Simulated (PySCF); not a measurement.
**Electron correlation in O⁺ (oxygen, charge +1)**

[He] 2s2 2p3, high-spin 4S determinant. All numbers are calculated (PySCF 2.14, no relativity, point nucleus, in cc-pVTZ (4s3p2d1f, 30 functions)). Frozen: 1s2; 5 electrons correlated.

MP2 pair energies summed by pair of shells (mhartree):

```json
{"pair": "2s-2p", "energy": "-64.12", "share (%)": "65.7"}
{"pair": "2p-2p", "energy": "-23.47", "share (%)": "24.0"}
{"pair": "2s-2s", "energy": "-10.05", "share (%)": "10.3"}
```

Total MP2 correlation energy: -97.64 mhartree.

Same-spin part -29.15 and opposite-spin part -68.49 mhartree; SCS-MP2 scales them by 1/3 and 6/5 to -91.90 mhartree.

| level | correlation energy (mhartree) |
| --- | --- |
| CCSD | -112.70 |
| (T) | -1.60 |
| CCSD(T) | -114.30 |

Diagnostics: T1 = 0.0040, D1 = 0.0090, largest double amplitude 0.036.

Is a single reference adequate?

Yes: T1 lies below 0.03 and no double amplitude reaches 0.07.
